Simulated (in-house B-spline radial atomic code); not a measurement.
Ionising Rh with different functionals

Computed with a B-spline radial code for spherical atoms: four-component Dirac-Coulomb Hamiltonian, Fermi nucleus of rms radius 4.4945 fm, spin-restricted, spherical fractional occupations for the functionals. The ionisation energy is the difference of two self-consistent energies, [Kr] 4d8 5s1 → [Kr] 4d8, without Breit or QED terms; ε is the level of the shell that loses the electron (mean over j).

Hybrids are left out here: with spherical fractional occupations of an open shell their exact exchange keeps a self-interaction that integer-occupation calculations don't have.

```
           method  rung  ΔSCF (eV)  -ε(5s) (eV)
         LDA VWN5   LDA       7.78         4.58
 relativistic LDA   LDA       7.76         4.57
         LDA PW92   LDA       7.78         4.59
LDA exchange-only   LDA       6.83         3.67
              PBE   GGA       7.46         4.30
           PBEsol   GGA       7.46         4.33
             BLYP   GGA       7.55         4.32
             RPBE   GGA       7.34         4.19
             PW91   GGA       7.53         4.36
             BP86   GGA       7.63         4.49
             AM05   GGA       7.41         4.27
             OLYP   GGA       7.11         3.93
```

(1) How do they compare with the NIST value?

Results:

(1) NIST lists 7.459 eV (measured, ground level to ground level). Errors run from -0.63 to +0.33 eV; PBE is closest (+0.00 eV), but part of that can be cancellation, since the calculations leave out Breit-QED terms, spin polarisation, the choice among j levels, multiplet and fine-structure energies.
